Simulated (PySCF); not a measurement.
Si(F)3(SeH) (F₃HSeSi), SMILES F[Si](F)(F)[SeH].

The structure is a stationary point at B3LYP-D3(BJ)/def2-SVP. The structure was generated by enumeration, and PubChem lists no compound with its InChIKey, so it may never have been made. The values are those of a single conformer.

All values below come from PBE/def2-TZVP run with PySCF.

Isolated molecule, no solvent.

Estimate the frontier levels, gap, dipole moment and polarisability. (An estimate is asked for; the answer gives what the named calculation found.)


| Item | Result |
|---|---|
| highest occupied level | -6.84 eV |
| lowest empty level | -1.50 eV |
| orbital gap | 5.34 eV |
| dipole moment | 1.72 D |
| quadrupole, principal values (traceless, Buckingham form, about the centre of nuclear charge) | -3.47, -0.66, 4.13 D·Å |
| mean static polarisability | 47.9 bohr³ (7.09 Å³) |
| polarisability, principal values | 41.1, 44.3, 58.2 bohr³ |
